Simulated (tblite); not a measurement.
Run record: tight-binding relaxation, `Cc1cnc(OC[O])[nH]1` [radical].

Computed with GFN2-xTB geometry optimisation, gas phase (tblite 0.8.0). Start geometry: from a force field or distance geometry. The input is one job of a driver script: a line of settings, then coordinates in Å.

Command:
```bash
OMP_NUM_THREADS=1 python probes_run.py task.json out
```

Input:
```
{"job": {"kind": "relax", "xc": "GFN2-xTB", "basis": "xTB"}, "charge": 0, "multiplicity": 2}
C     -2.803900     0.169800    -0.445700
C     -1.412900    -0.120200    -0.119200
C     -0.788500    -1.205600     0.501900
N      0.557800    -1.011800     0.584900
C      0.783600     0.155300     0.057900
O      1.928100     0.804600    -0.112500
C      3.125500     0.154400     0.366800
O      4.131500     0.984000     0.106700
N     -0.367700     0.728200    -0.385400
H     -3.149900     1.083800     0.064600
H     -2.933900     0.310700    -1.525700
H     -3.475400    -0.647900    -0.133900
H     -1.266500    -2.102000     0.885300
H      2.935600    -0.096500     1.424100
H      3.135800    -0.834000    -0.102900
H     -0.406900     1.636300    -0.819200
```

Task: Estimate the output.

Result: 
```
step      E/eV     max force
  0    -766.83517    2.776
  1    -766.99143    0.927
  2    -767.01767    0.633
  3    -767.03858    0.339
  4    -767.04767    0.192
  5    -767.05184    0.151
  6    -767.05548    0.141
  7    -767.05730    0.100
  8    -767.05840    0.093
  9    -767.05913    0.071
... (11 lines left out)
 21    -767.06187    0.028
 22    -767.06200    0.036
 23    -767.06215    0.044
 24    -767.06234    0.042
 25    -767.06253    0.045
 26    -767.06267    0.033
 27    -767.06278    0.023
 28    -767.06285    0.021
 29    -767.06289    0.013
 30    -767.06291    0.009
```

«max force» is the largest atomic force in eV/Å.

Task: From which step on does the largest force stay under 0.1 eV/Å, and how much energy is left to gain from there?

Result: From step 7 (0.100 eV/Å), 5.6 meV above the end.

Summary of the converged run: energy lowered by 5.3 kcal/mol over 30 steps; largest atomic force 0.009 eV/Å at the end.

Task: Where do the atoms end?

Result: 0.050 Å rms from the input after alignment:
```
atom  x, y, z in Å
C1    -2.8212    0.1594   -0.4384
C2    -1.4032   -0.1161   -0.1117
C3    -0.7884   -1.1869    0.4937
N4     0.5513   -0.9898    0.5800
C5     0.7693    0.1840    0.0381
O6     1.9100    0.8175   -0.1155
C7     3.1362    0.1731    0.3629
O8     4.1847    0.8574    0.1729
N9    -0.3879    0.7611   -0.4007
H10   -3.1639    1.0653    0.0623
H11   -2.9497    0.2988   -1.5120
H12   -3.4390   -0.6735   -0.1167
H13   -1.2284   -2.0869    0.8717
H14    2.9372   -0.0772    1.4380
H15    3.1489   -0.8357   -0.1271
H16   -0.4638    1.6586   -0.8500
```

On one thread, Arm Neoverse V2 (aarch64), shared host with 96 logical CPUs at a one-minute load of 61, this took 0.15 s.
Labels such as C1 count atoms from 1, the log's own numbers from 0.
